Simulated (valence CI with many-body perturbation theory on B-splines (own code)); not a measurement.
**Ag¹⁴⁺: electric-dipole lines**

Level of theory: valence CI with perturbative core correlation (CI+MBPT): five valence electrons over a frozen Dirac-Fock core [Ar] 3d10, radial functions for each j: 9 s, 9 p, 8 d, 6 f, 3 g, 1 h, with the one-electron correlation potential Σ1, the two-electron term Σ2, the three-electron term Σ3, Breit, model QED; selected CI, second order for the rest (own B-spline code, finite nucleus).

No measured levels were compared; by estimate levels hold to about 250 cm⁻¹ or 0.2 % of their energy and the worst to 1 %, as in measured heavy ions of charge 2 to 7; those with d or f electrons hold less well. Among the levels kept, up to 340 cm⁻¹ of a level comes from second order outside the variational space, and about a tenth of that is noise between levels of different J, which matters for small intervals.

Lines 51 to 100 of 181 in falling wavelength, among levels below 815050 cm⁻¹, chosen from the strongest by gf and those to the six lowest levels. Wavelengths and rates use the calculated energies, so an error of 1000 cm⁻¹ moves a line at 30.10 nm by 0.3 % and its rate by three times that or more. Electric multipoles are in the length gauge, E1 and E2 with the static RPA response of the core. Weak lines are less certain than strong ones. Lines between different terms over intervals too small for the method are left out, as are lines whose strength nearly cancels. The highest levels of a list are the least certain.

Names give the largest LS component (configuration and term), which can be under half, so a name can repeat, a term be missing and a line seem to break the LS rules; names also repeat where a configuration has a term twice. Letters in brackets count levels of one name in rising energy.

| λ vac (nm) | Upper | Lower | A (s⁻¹) | S (a.u.) with core polarisation | S without |
| --- | --- | --- | --- | --- | --- |
| 30.10 | 4p5 2P°_1/2 | 4s.4p4 2P_3/2 | 8.47e+09 | 2.28e-01 | 2.50e-01 |
| 29.74 | 4s.4p4 2P_3/2 | 4s2.4p3 2P°_3/2 | 2.15e+09 | 1.12e-01 | 1.23e-01 |
| 29.39 | 4p5 2P°_3/2 | 4s.4p4 2D_3/2 | 4.10e+09 | 2.05e-01 | 2.25e-01 |
| 29.37 | 4p5 2P°_1/2 | 4s.4p4 2S_1/2 | 1.51e+09 | 3.78e-02 | 4.14e-02 |
| 29.17 | 4s.4p4 2D_3/2 | 4s2.4p3 2D°_5/2 | 3.63e+08 | 1.78e-02 | 1.95e-02 |
| 28.05 | 4s.4p4 2D_5/2 | 4s2.4p3 2D°_5/2 | 7.77e+09 | 5.08e-01 | 5.57e-01 |
| 27.84 | 4s.4p4 2D_3/2 | 4s2.4p3 2D°_3/2 | 1.10e+10 | 4.71e-01 | 5.16e-01 |
| 27.84 | 4s.4p4 4P_3/2 | 4s2.4p3 4S°_3/2 | 6.94e+09 | 2.96e-01 | 3.24e-01 |
| 27.41 | 4s.4p4 4P_1/2 | 4s2.4p3 4S°_3/2 | 6.89e+09 | 1.40e-01 | 1.53e-01 |
| 27.15 | 4s.4p4 2S_1/2 | 4s2.4p3 2P°_1/2 | 1.09e+10 | 2.15e-01 | 2.36e-01 |
| 27.12 | 4s2.4p2.4d 4F_3/2 | 4s2.4p3 2P°_3/2 | 5.03e+07 | 1.98e-03 | 2.17e-03 |
| 26.82 | 4s.4p4 2D_5/2 | 4s2.4p3 2D°_3/2 | 4.69e+07 | 2.68e-03 | 2.94e-03 |
| 26.56 | 4s.4p4 2P_3/2 | 4s2.4p3 2P°_1/2 | 2.52e+09 | 9.33e-02 | 1.02e-01 |
| 26.33 | 4p5 2P°_3/2 | 4s.4p4 4P_1/2 | 1.80e+08 | 6.50e-03 | 7.16e-03 |
| 26.09 | 4s2.4p2.4d 4F_5/2 | 4s2.4p3 2P°_3/2 | 3.70e+07 | 1.95e-03 | 2.11e-03 |
| 25.96 | 4s.4p4 2P_1/2 | 4s2.4p3 2P°_3/2 | 2.02e+10 | 3.49e-01 | 3.83e-01 |
| 25.94 | 4p5 2P°_3/2 | 4s.4p4 4P_3/2 | 1.27e+09 | 4.38e-02 | 4.80e-02 |
| 25.54 | 4p5 2P°_1/2 | 4s.4p4 2D_3/2 | 6.31e+09 | 1.04e-01 | 1.14e-01 |
| 24.87 | 4s.4p4 2P_3/2 | 4s2.4p3 2D°_5/2 | 2.61e+10 | 7.92e-01 | 8.67e-01 |
| 24.76 | 4s2.4p2.4d 2F_5/2 [a] | 4s2.4p3 2P°_3/2 | 2.00e+06 | 8.99e-05 | 9.86e-05 |
| 24.73 | 4s.4p4 2D_3/2 | 4s2.4p3 4S°_3/2 | 1.69e+09 | 5.04e-02 | 5.52e-02 |
| 24.45 | 4s2.4p2.4d 4F_3/2 | 4s2.4p3 2P°_1/2 | 7.27e+06 | 2.10e-04 | 2.13e-04 |
| 24.38 | 4s.4p4 2S_1/2 | 4s2.4p3 2D°_3/2 | 1.70e+10 | 2.44e-01 | 2.67e-01 |
| 24.20 | 4s2.4p2.4d 4D_1/2 | 4s2.4p3 2P°_3/2 | 5.36e+09 | 7.50e-02 | 8.20e-02 |
| 24.12 | 4s2.4p2.4d 4D_3/2 | 4s2.4p3 2P°_3/2 | 4.92e+08 | 1.36e-02 | 1.49e-02 |
| 24.02 | 4s.4p3.4d 6D°_3/2 | 4s.4p4 4P_1/2 | 1.66e+08 | 4.53e-03 | 4.93e-03 |
| 23.96 | 4p5 2P°_3/2 | 4s.4p4 4P_5/2 | 1.70e+09 | 4.61e-02 | 5.04e-02 |
| 23.92 | 4s.4p4 2D_5/2 | 4s2.4p3 4S°_3/2 | 5.93e+07 | 2.41e-03 | 2.62e-03 |
| 23.90 | 4s.4p4 2P_3/2 | 4s2.4p3 2D°_3/2 | 8.57e+08 | 2.31e-02 | 2.54e-02 |
| 23.76 | 4s.4p3.4d 6D°_1/2 | 4s.4p4 4P_3/2 | 6.52e+08 | 8.64e-03 | 9.29e-03 |
| 23.70 | 4s.4p3.4d 6D°_3/2 | 4s.4p4 4P_3/2 | 1.29e+08 | 3.38e-03 | 3.61e-03 |
| 23.50 | 4s.4p4 2P_1/2 | 4s2.4p3 2P°_1/2 | 5.07e+07 | 6.49e-04 | 6.84e-04 |
| 23.11 | 4s2.4p2.4d 4D_5/2 | 4s2.4p3 2P°_3/2 | 1.95e+08 | 7.15e-03 | 7.83e-03 |
| 23.01 | 4s2.4p2.4d 4F_3/2 | 4s2.4p3 2D°_5/2 | 1.74e+09 | 4.17e-02 | 4.56e-02 |
| 22.90 | 4p5 2P°_1/2 | 4s.4p4 4P_3/2 | 6.91e+08 | 8.20e-03 | 8.96e-03 |
| 22.36 | 4s2.4p2.4d 2P_3/2 [a] | 4s2.4p3 2P°_3/2 | 1.44e+09 | 3.17e-02 | 3.48e-02 |
| 22.27 | 4s2.4p2.4d 4F_5/2 | 4s2.4p3 2D°_5/2 | 3.47e+08 | 1.14e-02 | 1.23e-02 |
| 22.18 | 4s2.4p2.4d 4F_3/2 | 4s2.4p3 2D°_3/2 | 2.39e+09 | 5.14e-02 | 5.59e-02 |
| 22.05 | 4s2.4p2.4d 4D_1/2 | 4s2.4p3 2P°_1/2 | 8.00e+08 | 8.47e-03 | 9.27e-03 |
| 22.03 | 4s.4p3.4d 6D°_3/2 | 4s.4p4 4P_5/2 | 1.07e+09 | 2.25e-02 | 2.43e-02 |
| 21.99 | 4s.4p3.4d 6D°_5/2 | 4s.4p4 4P_5/2 | 9.79e+08 | 3.09e-02 | 3.31e-02 |
| 21.99 | 4s2.4p2.4d 4D_3/2 | 4s2.4p3 2P°_1/2 | 7.52e+08 | 1.58e-02 | 1.72e-02 |
| 21.96 | 4s.4p4 2S_1/2 | 4s2.4p3 4S°_3/2 | 3.59e+09 | 3.76e-02 | 4.10e-02 |
| 21.92 | 4s.4p3.4d 6D°_7/2 | 4s.4p4 4P_5/2 | 3.23e+08 | 1.34e-02 | 1.43e-02 |
| 21.57 | 4s.4p4 2P_3/2 | 4s2.4p3 4S°_3/2 | 1.45e+09 | 2.88e-02 | 3.15e-02 |
| 21.49 | 4s2.4p2.4d 4F_5/2 | 4s2.4p3 2D°_3/2 | 4.75e+07 | 1.39e-03 | 1.45e-03 |
| 21.40 | 4s.4p4 2P_1/2 | 4s2.4p3 2D°_3/2 | 3.30e+09 | 3.19e-02 | 3.49e-02 |
| 21.29 | 4s2.4p2.4d 2F_5/2 [a] | 4s2.4p3 2D°_5/2 | 2.24e+08 | 6.39e-03 | 6.91e-03 |
| 21.22 | 4s2.4p2.4d 4P_5/2 | 4s2.4p3 2P°_3/2 | 6.09e+06 | 1.72e-04 | 1.98e-04 |
| 21.04 | 4s2.4p2.4d 4F_7/2 | 4s2.4p3 2D°_5/2 | 3.46e+08 | 1.27e-02 | 1.36e-02 |
